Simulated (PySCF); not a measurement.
**Configurations of GdH**

Unrestricted PBE0; basis Gd x2c-SVPall, H x2c-SVPall; spin-free X2C with a Gaussian nucleus; PySCF 2.14. The search starts from ions with several 4f fillings and holds each by maximum overlap.

The lowest solution of each spin and filling, followed along the bond (rough minima from three points):

| 2Ms+1 | 4f population | ⟨S²⟩ at the start | R at minimum (Å) | Te (eV) |
| --- | --- | --- | --- | --- |
| 8 | 7.05 | 15.91 | 1.94 | 0.00 |
| 10 | 7.02 | 24.76 | 2.00 | 0.08 |
| 6 | 7.07 | 10.71 | 2.01 | 0.92 |

Solutions at the starting distance of 1.840 Å, counted from the lowest; the search is not exhaustive:

```tsv
2Ms+1	4f population	E (eV)	⟨S²⟩	⟨Lz²⟩	μ (D)
8	7.05	0.00	15.91	0.3	-1.74
10	7.02	0.14	24.76	4.0	-3.04
10	7.02	0.38	24.76	1.0	-2.04
8	7.03	0.86	16.76	1.2	-2.53
8	7.03	0.88	16.75	4.0	-2.03
6	7.07	0.99	10.71	4.0	-2.76
6	7.13	1.22	10.66	1.3	-1.37
8	7.99	1.69	15.78	7.3	-2.89
6	8.00	1.79	9.75	4.0	-2.70
6	7.68	1.79	10.10	5.1	-3.33
```

Partly filled real f orbitals mix terms, so no term symbols are given. A population far from a whole number shows f orbitals mixing with d and ligand orbitals, not a clean configuration. A positive dipole means Gd(−)H(+).

Spin–orbit coupling is left out. Counting both spins, an empty level lies below a filled one in some of these solutions, because spin and occupation are held. The state is the lowest single determinant that the PBE0 search found; with open d or f shells the true ground state can be another one.
